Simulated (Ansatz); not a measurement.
Stepwise reaction of `[OH][Zr]([OH])([I])[I]` with hydrogen fluoride, as a gas-phase model of exchange steps in deposition or etching. ΔE in kJ/mol; ΔG adds harmonic PBE0-D4 terms to CCSD(T)/CBS, at 1 bar.

Computed with Ansatz on PBE0-D4/def2-TZVP structures; ΔE is electronic, products minus reactants. CBS: MP2 limit from def2 TZ/QZ plus the TZ coupled-cluster correction, frozen cores. This one scheme is used for every species. Functionals use def2-TZVPP. B3LYP here is the variant with VWN-RPA as its local correlation; programs differ in this. def2 core potentials past Kr. For I, Zr outer-core shells are correlated without core-valence functions, which leaves a few kJ/mol of doubt a bond. Each species was taken in one conformer, which may not be the lowest.

```tsv
step	reaction	PBE-D4	B3LYP-D4	ωB97M-V	CCSD(T)/CBS	ΔG(500 K)
1	`[OH][Zr]([OH])([I])[I]` + H–F → `[OH][Zr]([OH])([F])[I]` + HI	-26.0	-28.4	-30.4	-12.2	-24.5
2	`[OH][Zr]([OH])([F])[I]` + H–F → `[OH][Zr]([OH])([F])[F]` + HI	-25.8	-28.7	-27.9	-14.9	-22.0
```

Problem. By hand: ΔE of the 2 steps together at CCSD(T)/CBS.

Solution. (-12.2) + (-14.9) = -27.1 kJ/mol, or -13.6 kJ/mol a step.

In ΔE the steps differ by no more than 2.7 kJ/mol. All are downhill at CCSD(T)/CBS. ΔG lies between -24.5 and -22.0 kJ/mol a step. PBE-D4 differs from CCSD(T)/CBS by -13.8 to -10.9 kJ/mol a step. Only this route is followed, and other bonds may react first. Isolated molecules leave out the surface, adducts and barriers. Largest T1 diagnostic: 0.017.
